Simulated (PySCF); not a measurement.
# A small calculation by hand: oscillator strength and radiative lifetime

Be(NMe2)(SeH) (C₂H₇BeNSe), SMILES C[N](C)[Be][SeH].

Geometry optimised at ωB97X-D3(BJ)/def2-SVP. The structure was generated by enumeration; whether it is a known compound was not checked. Other conformers were not sampled.

TDDFT-ωB97X/def2-SVPD (PySCF) puts the first singlet state with f over 0.02 at 5.53 eV (vertical), with the transition dipole (0.000, 0.000, -0.394) in atomic units.

Find the oscillator strength, the wavelength and the radiative lifetime that this transition would have in vacuum if emission retraced absorption.


|μ|² = 0.1552 au, so |μ| = 1.00 D. ΔE = 5.53/27.211 = 0.2032 hartree. f = (2/3) ΔE |μ|² = 0.021 (the program prints 0.021).
λ = 1239.84/5.53 = 224 nm; ν = 44602 cm⁻¹.
Einstein's coefficient A = 0.6670 ν² f s⁻¹ (ν in cm⁻¹) = 2.8e7 s⁻¹, so τ = 1/A = 36 ns. This state is S1. The figure is the radiative limit of this one transition; relaxation, internal conversion, crossing to triplets and a medium change what is measured.
